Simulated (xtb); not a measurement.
xtb input (GFN-FF):

```bash
xtb mol.xyz --gfnff --opt tight --chrg 0 --uhf 0
```
mol.xyz:
```
12

B     -0.01740047     0.05001778    -0.00019811
C      1.53677170    -0.23653702    -0.00330876
C     -1.05816218    -1.13922958     0.00875798
N     -0.47750970     1.37260517    -0.00543670
H      1.82210434    -0.82992170     0.87133875
H      1.81701068    -0.83860540    -0.87365821
H      2.15701438     0.66337081    -0.00959750
H     -2.10302693    -0.81855813     0.01021218
H     -0.91145416    -1.78774902    -0.86097053
H     -0.90636050    -1.77906532     0.88402643
H      0.13676918     2.17011492    -0.01119846
H     -1.45414384     1.61668835    -0.00380053
```

End of the output:

```
         :::::::::::::::::::::::::::::::::::::::::::::::::::::
         ::                     SUMMARY                     ::
         :::::::::::::::::::::::::::::::::::::::::::::::::::::
         :: total energy              -1.649480326436 Eh    ::
         :: gradient norm              0.000249170616 Eh/a0 ::
         ::.................................................::
         :: bond energy               -1.700975955499 Eh    ::
         :: angle energy               0.001756592162 Eh    ::
         :: torsion energy             0.000477005583 Eh    ::
         :: repulsion energy           0.075477251271 Eh    ::
         :: electrostat energy        -0.021635042019 Eh    ::
         :: dispersion energy         -0.004407505091 Eh    ::
         :: HB energy                  0.000000000000 Eh    ::
         :: XB energy                  0.000000000000 Eh    ::
         :: bonded atm energy         -0.000172672843 Eh    ::
         :: external energy            0.000000000000 Eh    ::
         :: add. restraining           0.000000000000 Eh    ::
         :: total charge               0.000000000000 e     ::
         :::::::::::::::::::::::::::::::::::::::::::::::::::::

           -------------------------------------------------
          |                Property Printout                |
           -------------------------------------------------

molecular dipole:
                 x           y           z       tot (Debye)
 q only:        0.023      -0.067       0.000       0.181
           -------------------------------------------------
          |                Geometry Summary                 |
           -------------------------------------------------

      molecular mass/u    :       56.9027291
   center of mass at/Å    :       -0.0037535       0.0107896      -0.0000427
  moments of inertia/u·Å² :        0.6102266E+02   0.6653684E+02   0.1212489E+03
rotational constants/cm⁻¹ :        0.2762520E+00   0.2533579E+00   0.1390332E+00
Note: The following floating-point exceptions are signalling: IEEE_UNDERFLOW_FLAG IEEE_DENORMAL
normal termination of xtb

 * 11 selected distances

     #   Z          #   Z                                           value/Å
     1   5 B        2   6 C                                       1.5710578
     1   5 B        3   6 C                                       1.5710578 (max)
     1   5 B        4   7 N                                       1.3835892
     2   6 C        5   1 H                                       1.0864996
     2   6 C        6   1 H                                       1.0864996
     2   6 C        7   1 H                                       1.0861347
     3   6 C        8   1 H                                       1.0861347
     3   6 C        9   1 H                                       1.0864996
     3   6 C       10   1 H                                       1.0864996
     4   7 N       11   1 H                                       1.0056782
     4   7 N       12   1 H                                       1.0056782 (min)

 * 4 distinct bonds (by element types)

   Z      Z             #   av. dist./Å        max./Å        min./Å
   1 H    6 C           6     1.0863780     1.0864996     1.0861347
   5 B    6 C           2     1.5710578     1.5710578     1.5710578
   1 H    7 N           2     1.0056782     1.0056782     1.0056782
   5 B    7 N           1     1.3835892     1.3835892     1.3835892

optimized geometry written to: xtbopt.xyz

           -------------------------------------------------
          | TOTAL ENERGY               -1.649480326436 Eh   |
          | GRADIENT NORM               0.000249170616 Eh/α |
           -------------------------------------------------
########################################################################
[WARNING] Runtime exception occurred
-1- gfnff_setup: Could not read topology file.
########################################################################

------------------------------------------------------------------------
------------------------------------------------------------------------
 total:
 SCF:
 ANC optimizer:
```
